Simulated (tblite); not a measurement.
Compound: C5H10SSi.
Geometry (GFN2-xTB, Å), atoms numbered from 1 in this order:
```
atom  x, y, z in Å
C1    -2.3392    0.9766   -0.1273
C2    -1.4461   -0.0577    0.5373
C3     0.0215    0.2924    0.6194
C4     0.3904   -0.7232   -0.1634
S5     1.8917   -1.3492   -0.7961
Si6    3.3047    0.0885   -0.0485
C7    -1.0060   -1.2441   -0.3663
H8    -3.3227    0.5562   -0.3258
H9    -2.4575    1.8452    0.5170
H10   -1.9014    1.3024   -1.0683
H11   -1.8807   -0.3774    1.4877
H12    0.5444    1.0828    1.1249
H13    4.5574   -0.4078   -0.5901
H14    3.2602    0.0616    1.4076
H15    2.9371    1.4000   -0.5671
H16   -1.1906   -2.2373    0.0382
H17   -1.3703   -1.1970   -1.3902
```

Computed values, GFN2-xTB/tblite, gas phase, harmonic and unscaled. Against measured fundamentals such values can be off by several per cent, at times by over 20. Modes of hydrogen on silicon can be 10 to 20 % off. One conformer, not necessarily the lowest.

Harmonic wavenumbers (cm⁻¹): 37.1, 100.7, 112.9, 139.3, 203.5, 258.5, 344.4, 363.6, 434.8, 495.5, 524.5, 531.0, 578.3, 735.7, 754.0, 761.2, 782.2, 826.7, 913.4, 933.6, 945.6, 1029.5, 1039.2, 1075.5, 1142.9, 1150.1, 1192.1, 1195.6, 1241.0, 1319.0, 1404.1, 1453.6, 1494.8, 1499.2, 1642.3, 2311.0, 2321.9, 2367.3, 2938.3, 3000.8, 3012.3, 3028.7, 3032.0, 3037.1, 3122.7.

A = 4182, B = 924.4, C = 805.2 MHz; mass 130.027 u (most abundant isotopes); point group C1, symmetry number 1.

Task: What is the zero-point energy?

Result: Half the sum of the wavenumbers: 28414 cm⁻¹ = 81.24 kcal/mol.

Task: Entropy at 350 K, 1 bar (ideal gas, RRHO, classical rotation)?

Result: Translation 41.32, rotation 29.50, vibration 31.10: S = 101.9 cal/(mol K).

Task: And Cp and H(350 K) − H(0)?

Result: Cp = 40.80 cal/(mol K), of which vibrations give 32.85 (their classical limit is 45 R = 89.4); H(350 K) − H(0) = 8.50 kcal/mol without the zero-point energy, 5.72 from vibrations.

Task: How do the functions run with temperature in this model?

Result: 
```json
{"T (K)": "150", "S (cal/(mol K))": "76.5", "Cp (cal/(mol K))": "21.9", "H − H(0) (kcal/mol)": "2.23", "G − H(0) (kcal/mol)": "-9.24", "ln q(vib)": "2.76"}
{"T (K)": "250", "S (cal/(mol K))": "89.8", "Cp (cal/(mol K))": "31.4", "H − H(0) (kcal/mol)": "4.89", "G − H(0) (kcal/mol)": "-17.57", "ln q(vib)": "5.08"}
{"T (K)": "298.15", "S (cal/(mol K))": "95.8", "Cp (cal/(mol K))": "36.0", "H − H(0) (kcal/mol)": "6.51", "G − H(0) (kcal/mol)": "-22.04", "ln q(vib)": "6.21"}
{"T (K)": "400", "S (cal/(mol K))": "107.7", "Cp (cal/(mol K))": "45.1", "H − H(0) (kcal/mol)": "10.65", "G − H(0) (kcal/mol)": "-32.41", "ln q(vib)": "8.60"}
{"T (K)": "600", "S (cal/(mol K))": "128.6", "Cp (cal/(mol K))": "58.5", "H − H(0) (kcal/mol)": "21.10", "G − H(0) (kcal/mol)": "-56.09", "ln q(vib)": "13.25"}
{"T (K)": "900", "S (cal/(mol K))": "155.0", "Cp (cal/(mol K))": "71.4", "H − H(0) (kcal/mol)": "40.75", "G − H(0) (kcal/mol)": "-98.78", "ln q(vib)": "19.81"}
```

q(vib) and H(0) count from the zero-point level.

Task: Which modes carry the vibrational entropy at 350 K?

Result: 37.1 cm⁻¹: 5.73; 100.7 cm⁻¹: 3.75; 112.9 cm⁻¹: 3.53; 139.3 cm⁻¹: 3.12; 203.5 cm⁻¹: 2.40; 258.5 cm⁻¹: 1.96 cal/(mol K); the other 39 give 10.61 together.

Task: Blend soft modes into free rotors: weight 1/[1 + (100 cm⁻¹/ν̃)⁴] for the oscillator and the rest for a rotor with moment μB/(μ + B), μ = h/(8π²ν), B = 10⁻⁴⁴ kg m². What vibrational entropy results?

Result: 28.71 cal/(mol K) in place of 31.10, which changes −T·S at 350 K by +0.84 kcal/mol.

Task: What must be added to the electronic energy to get the Gibbs energy at 350 K and 1 bar?

Result: ZPE + [H(350 K) − H(0)] − T·S = 81.24 + 8.50 − 35.67 = 54.07 kcal/mol.

Hindered rotation and anharmonicity are outside this model. Other conformers, if any are populated, would add a mixing term that is left out. The structure is chiral; the term R ln 2 for an equal mix with its mirror image is left out.
